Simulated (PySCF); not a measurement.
# 17O chemical shifts

Calculated, not measured (PySCF): GFN2-xTB geometry, GIAO PBE0/pcSseg-1 shieldings. No solvent, non-relativistic Hamiltonian, averaged over atoms made equivalent by symmetry, fast rotation or ring inversion, one conformer.

Shieldings were converted by a linear fit to measured shifts: 17O: δ = 266.70 − 0.911σ (rms 10.7 ppm, 155 shifts, 12.2 ppm with the 3 outliers that the fit left out vs liquid water, solution or neat liquid). Occasional misses reach two or three times the rms, and more in compound classes unlike the fitted ones.

Question: Give the 17O shifts of `O=CO[C@]1([SiH3])C=C(Cl)C1`, `CC(=O)O[Si@H](CC#N)[SiH2]N`, `COC(=O)C(=O)O[SiH3]`.

Answer: 
| compound | environment | δ (ppm) |
| --- | --- | --- |
| [O:1]=[CH:2][O:3][C@:4]1([SiH3:5])[CH:6]=[C:7]([Cl:8])[CH2:9]1 | O1: ester carbonyl oxygen | 345.8 |
| [O:1]=[CH:2][O:3][C@:4]1([SiH3:5])[CH:6]=[C:7]([Cl:8])[CH2:9]1 | O3: ester alkoxy oxygen | 179.5 |
| [CH3:1][C:2](=[O:3])[O:4][Si@H:5]([CH2:6][C:7]#[N:8])[SiH2:9][NH2:10] | O3: carbonyl oxygen | 384.9 |
| [CH3:1][C:2](=[O:3])[O:4][Si@H:5]([CH2:6][C:7]#[N:8])[SiH2:9][NH2:10] | O4: oxygen bonded to C, Si | 150.2 |
| [CH3:1][O:2][C:3](=[O:4])[C:5](=[O:6])[O:7][SiH3:8] | O6: carbonyl oxygen | 373.2 |
| [CH3:1][O:2][C:3](=[O:4])[C:5](=[O:6])[O:7][SiH3:8] | O4: ester carbonyl oxygen | 354.0 |
| [CH3:1][O:2][C:3](=[O:4])[C:5](=[O:6])[O:7][SiH3:8] | O2: ester alkoxy oxygen | 135.4 |
| [CH3:1][O:2][C:3](=[O:4])[C:5](=[O:6])[O:7][SiH3:8] | O7: oxygen bonded to C, Si | 127.6 |

Question: Order these by 17O shift, lowest first.
A. Cc1nnn(C)c1C=O
B. CO[SiH2]/C=C\C=C\F
C. C/C=C(/OC)C(C)(C)[SiH3]
D. C=C[C@@](C)(C#N)C[S@@](C)=O

Answer: B (-45.5 ppm, oxygen bonded to C, Si), D (20.9 ppm, S=O oxygen), C (79.2 ppm, ether oxygen), A (553.1 ppm, aldehyde oxygen).
